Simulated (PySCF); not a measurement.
Bi(OH)(SiH3)2 (BiH₇OSi₂), SMILES [OH][Bi]([SiH3])[SiH3]. Geometry optimised at PBE-D3(BJ)/def2-SVP. The structure was generated by enumeration; whether it is a known compound was not checked. The def2 effective core potentials stand for the cores of Bi; spin–orbit coupling is left out. The values are those of a single conformer.

**Question.** Give the equilibrium geometry at PBE-D3(BJ)/def2-SVP (PySCF confirms it by a frequency run) as a Z-matrix, and its point group. (The exact figures need the calculation; the answer reports its results.)

**Answer.** Several could match; the one computed here: point group Cs.
```
Bi
O 1 2.1492
H 2 0.9785 1 106.91
Si 1 2.7096 2 93.95 3 43.62
H 4 1.5062 1 110.36 2 76.71
H 4 1.5075 5 108.33 1 119.63
H 4 1.5082 5 108.57 6 117.76
Si 1 2.7096 2 93.95 3 -43.62
H 8 1.5062 1 110.36 2 -76.71
H 8 1.5075 9 108.33 1 -119.63
H 8 1.5082 9 108.57 10 -117.76
```
Charge 0, spin multiplicity 1.
